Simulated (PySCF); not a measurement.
# Simulated characterisation data

Theory: NMR shieldings at PBE0/pcSseg-1/GIAO, geometry: GFN2-xTB, in PySCF 2.14 (averaged over atoms made equivalent by symmetry, fast rotation or ring inversion, relativity neglected, isolated molecule, one conformer).

Shifts are taken against calculated references (same method and geometry level): 1H (31.72 ppm) and 13C (186.93 ppm) vs TMS. Where no couplings were computed, multiplicities follow the n + 1 count of equivalent neighbours, and m marks all less simple cases (inequivalent or close neighbours, rings, F or P nearby). Shifts are as computed. Against solution values, carbons near 30 ppm lie about +3 ppm off and those near 130 ppm about +5 ppm. Of 1211 compounds with measured shifts, 218 miss one by over three times the rms of a fit or turn the order of signals round; such compounds aren't used in these exercises. OH and NH positions are gas-phase values without hydrogen bonding to other molecules.

Compound 1 (C6H8N2). 1H NMR (600 MHz, computed): δ 8.55 (s, 1H), 7.91 (br s, 1H), 6.99 (m, 1H), 6.73 (m, 1H), 6.61 (m, 1H), 3.66 (s, 3H). 13C{1H} NMR (computed): δ 161.0 (CH), 125.3 (C), 122.3 (CH), 120.5 (CH), 118.1 (CH), 42.9 (CH3). Structure: SMILES C/N=C\c1cc[nH]c1.

Compound 2 (C6H8N2). 1H NMR (600 MHz, computed): δ 6.21 (t, 1H), 4.28 (d, 2H), 3.45 (m, 2H), 2.90 (m, 2H), 1.60 (t, 1H). 13C{1H} NMR (computed): δ 136.9 (CH), 83.9 (C), 79.7 (CH), 46.9 (CH2), 43.9 (CH2), 37.7 (CH2). Structure: SMILES C#CCN1CCC=N1.
